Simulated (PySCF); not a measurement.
# Radial density of In(2+) (indium, charge +2)

UHF, [Kr] 4d9 5s2, 2D determinant (an excited configuration). All numbers are calculated (PySCF 2.14, scalar relativity through the core potential, in def2-TZVPPD with the def2 core potential (28 electrons)). This is the valence pseudo-density: the core potential removes the inner electrons and smooths the orbitals near the nucleus.

```
r (bohr)  4πr²ρ (e/bohr)  4πr²(ρα − ρβ)
 0.00925       1.149e-05         0.0000
  0.0156       2.881e-05         0.0000
  0.0262       6.121e-05         0.0000
  0.0440       0.0001144         0.0000
  0.0740       0.0004035         0.0000
   0.125        0.003657         0.0003
   0.209         0.05435         0.0044
   0.352           1.149         0.0702
   0.593           13.28         0.5981
   0.997           18.42         1.0514
    1.68           4.399         0.2946
    2.82          0.8347         0.0027
    4.74         0.02940        -0.0014
    7.98       8.784e-05         0.0000
```

Energies and moments cover only the electrons outside the core potential.
